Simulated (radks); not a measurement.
Results of a calculation; reference values are marked as such.
Initial-state core-level shifts of the tungsten ion W+ when its valence configuration changes from [Xe] 4f14 5d4 6s1. Level of theory: Dirac Kohn-Sham, PBE, spin-unpolarised, spherical densities, point nucleus; open shells fill j = l - 1/2 first (a radial shooting solver on a logarithmic mesh with Libxc functionals). Shifts are changes of the shell-averaged eigenvalues in eV (positive: less bound).

| valence | 1s | 3s | 4s | 5s |
|---|---|---|---|---|
| 4f14 5d4 6s0.5 6p0.5 | -0.613 | -0.608 | -0.610 | -0.609 |
| 4f13 5d5 6s1 | -9.597 | -11.895 | -10.853 | -4.293 |
| 4f13 5d4 6s1 6p1 | -13.596 | -16.005 | -14.953 | -8.286 |
| 4f12 5d5 6s1 6p1 | -23.938 | -28.892 | -26.492 | -12.650 |
| 4f12.5 5d5 6s1 6p0.5 | -16.625 | -20.219 | -18.540 | -8.424 |
| 4f13 5d5 6p1 | -10.817 | -13.104 | -12.067 | -5.505 |
| 4f11 5d7 6p1 | -31.619 | -39.212 | -35.180 | -13.835 |
| 4f14 5d3.5 6s1.5 | -1.376 | -1.418 | -1.415 | -1.379 |
| 4f14 5d3 6s1 6p1 | -4.053 | -4.129 | -4.126 | -4.033 |
